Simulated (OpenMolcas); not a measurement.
**Ar2+: the spin-orbit constant, Slater's ratio, worked from levels**

```yaml
Program: OpenMolcas 26.06
Basis: ANO-RCC-VQZP [6s5p3d2f1g]
Scalar_Hamiltonian: DKH2, point nucleus
Active_space: 6 electrons in 4 orbitals (3s 3p)
State_averaging: 2S+1 = 3 even, 3 roots; 2S+1 = 1 even, 6 roots; 2S+1 = 3 odd, 3 roots; 2S+1 = 1 odd, 3 roots
Spin-orbit_coupling: state interaction with AMFI integrals over the reference wave functions, term energies averaged over their components
```

Methods: CASSCF; SS-CASPT2, IPEA 0.25 Eh, imaginary shift 0.1 Eh (closed shells correlated: 2s 2p). Measured levels: Saloman, J. Phys. Chem. Ref. Data 39, 033101 (2010).

**The spin-orbit constant.** For the Hund term ³P of p4, E(J) = (A/2) J(J+1) + constant and ζ = -2S·A = -2A. From J = 0 to J = 2 the energy changes by 3 A.

```csv
Source,E(2) - E(0),A,ζ
CASSCF,-1477.7,-492.6,985
SS-CASPT2,-1486.8,-495.6,991
measured,-1570.2,-523.4,1047
```

All in cm-1. SS-CASPT2 is off by -5.3 % and CASSCF by -5.9 %. Both methods take the spin-orbit matrix elements from the reference wave functions, so the second can move ζ only through the term energies and any multistate remixing. Second-order mixing with other terms is absorbed into this ζ.

**Slater's ratio.** With one set of orbitals, p4 has ¹D - ³P = 6 F2 and ¹S - ¹D = 9 F2 (F2 = F²/25), a ratio of 3/2. Term energies are centres of gravity, weighted by 2J + 1.

```
   Source  ¹D - ³P  ¹S - ³P  F2 from the first  Ratio
   CASSCF    16473    31146               2746  0.891
SS-CASPT2    13629    32620               2272  1.393
 measured    13465    32721               2244  1.430
```

Energies in cm-1. A ratio away from 3/2 shows effects beyond one configuration with one set of orbitals, and in heavier atoms second-order spin-orbit shifts. In CASSCF the valence s occupation is 1.94 in ¹S against 2.00 in ¹D: mixing out of s² acts most on ¹S and pulls it down.

Term energies are means over components that CASPT2 splits; among the terms shown or strongly mixed into the levels shown the widest spread is 130 cm-1 (3s² 3p⁴ ¹D, SS-CASPT2). Over all roots computed the reference weight is 0.87 to 0.96 in SS-CASPT2; the roots of lowest weight are the least certain, and an intruder state may touch them. Computed and measured levels are paired by configuration, term and J; levels that our copy of the source lacks, or whose pairing is in doubt (as where it misses far off the trend of its configuration), stay unpaired and out of the deviations. Levels of configurations outside the active space are missing.
